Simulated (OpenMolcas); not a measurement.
A run on Nb3+ with 4 ligands (chloride) in tetrahedral coordination (Td) at 2.25 Å. A charge of +0.25 e stands 2.6 Å behind each ligand. Ligand basis ANO-RCC-VDZP.

* Program: OpenMolcas
* Method: CASSCF
* Basis: ANO-RCC-VTZP [7s6p4d2f1g]
* Scalar Hamiltonian: DKH2, point nucleus
* Active space: 2 electrons in 5 orbitals (4d)
* State averaging: 2S+1 = 3 even, 10 roots; 2S+1 = 1 even, 15 roots
* Spin-orbit coupling: state interaction with AMFI integrals over the reference wave functions

140 basis functions. Blocks (2S+1, parity, CSFs, roots kept): 3, even, 10, 10; 1, even, 15, 15.

How long do the RASSCF and RASSI steps take on 1 thread of Arm Neoverse V1, with other jobs on the host?

About 52 s of wall time, without the integral step.
